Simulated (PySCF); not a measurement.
Start geometry of `C1=[CH][GeH2][CH]=C1/C=N/C` from GFN2-xTB (Å):
```
atom  x, y, z in Å
C1     3.3628   -0.4428    0.0702
N2     1.9927   -0.0836    0.3889
C3     1.0391   -0.3546   -0.4149
C4    -0.2894   -0.0128   -0.1130
C5    -0.7248    0.5967    1.0104
Ge6   -2.6555    0.8430    0.9540
C7    -2.6181   -0.0332   -0.7892
C8    -1.3504   -0.3484   -1.0894
H9     3.9331    0.5048    0.0917
H10    3.4491   -0.9204   -0.8974
H11    3.7235   -1.0677    0.8622
H12    1.2438   -0.8573   -1.3639
H13   -0.0377    0.8911    1.7677
H14   -3.4352    0.1155    2.0290
H15   -3.1298    2.2512    0.9525
H16   -3.4487   -0.2308   -1.4457
H17   -1.0711   -0.8386   -2.0028
```

Task: What comes out of this run: PBE0-D3(BJ)/def2-SVP geometry optimisation, gas phase (PySCF 2.14.0)?

Result: 
```
atom  x, y, z in Å
C1     2.6777   -1.0530    0.1190
N2     1.3533   -0.6583    0.4871
C3     0.3995   -0.8940   -0.3138
C4    -0.9982   -0.5250   -0.0248
C5    -1.3945    0.1034    1.1080
Ge6   -3.3157    0.3542    1.0029
C7    -3.3243   -0.5092   -0.7401
C8    -2.0527   -0.8510   -1.0189
H9     3.3383   -0.1697    0.1147
H10    2.7462   -1.5510   -0.8697
H11    3.0859   -1.7335    0.8851
H12    0.5752   -1.3993   -1.2883
H13   -0.6708    0.3711    1.8801
H14   -4.1078   -0.3997    2.0867
H15   -3.7639    1.8268    0.9848
H16   -4.1546   -0.7131   -1.4185
H17   -1.7629   -1.3589   -1.9471
```

The energy falls by 25.1 kJ/mol over 7 energy and gradient evaluations, the largest force component goes from 0.0570 to 1.5e-04 Eh/bohr, and the atoms move by 0.050 Å rms after alignment. The bond that changes most is C3–C4 (imine carbon to fully substituted alkene carbon), which lengthens by 0.070 Å. Bonds longer at the end by more than 0.005 Å: 11 of 17; shorter: 4. Among the angles that change most is N2–C1–H9, from 105.7° to 109.5°. Rotational constants go from 4466, 644.8, 569.2 to 4450, 639.4, 565.0 MHz. The orientation of the end geometry is arbitrary; only internal coordinates are fixed.

The run used 175 basis functions and 51 SCF cycles in all. Hardware: an Arm Neoverse V1 with one thread, on a shared host. Cost: 2.1 min of wall time, 0.74 GiB resident at most.

Stationary, but not proved a minimum. One conformer, not necessarily the lowest.
